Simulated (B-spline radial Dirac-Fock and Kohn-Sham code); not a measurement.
Scattering functions of Cr⁴⁺

System: Cr⁴⁺, configuration [Ar] 3d2.

Calculated with a B-spline atomic structure program, using relativistic Hartree-Fock (Dirac-Fock) wave functions, averaged over the configuration. f₀ is the Fourier transform of the spherical electron density, S the Waller-Hartree incoherent function, and s = sin θ/λ.

| s (Å⁻¹) | f₀ | S |
| --- | --- | --- |
| 0 | 20.000 | 0.000 |
| 0.05 | 19.801 | 0.215 |
| 0.1 | 19.228 | 0.824 |
| 0.15 | 18.338 | 1.727 |
| 0.2 | 17.220 | 2.803 |
| 0.25 | 15.968 | 3.941 |
| 0.3 | 14.673 | 5.058 |
| 0.35 | 13.410 | 6.111 |
| 0.4 | 12.235 | 7.078 |
| 0.45 | 11.181 | 7.957 |
| 0.5 | 10.262 | 8.750 |
| 0.6 | 8.823 | 10.099 |
| 0.7 | 7.827 | 11.176 |
| 0.8 | 7.132 | 12.040 |
| 0.9 | 6.612 | 12.754 |
| 1 | 6.179 | 13.369 |
| 1.1 | 5.780 | 13.919 |
| 1.2 | 5.391 | 14.421 |
| 1.4 | 4.624 | 15.308 |
| 1.6 | 3.901 | 16.049 |
| 1.8 | 3.268 | 16.651 |
| 2 | 2.745 | 17.131 |
| 2.5 | 1.895 | 17.943 |
| 3 | 1.480 | 18.434 |
| 3.5 | 1.266 | 18.779 |
| 4 | 1.129 | 19.046 |
| 5 | 0.913 | 19.433 |
| 6 | 0.724 | 19.673 |

f₀ starts at the number of electrons, 20, and has fallen to half at s ≈ 0.52 Å⁻¹. The sum of ⟨r²⟩ over the electrons is 10.87 bohr².
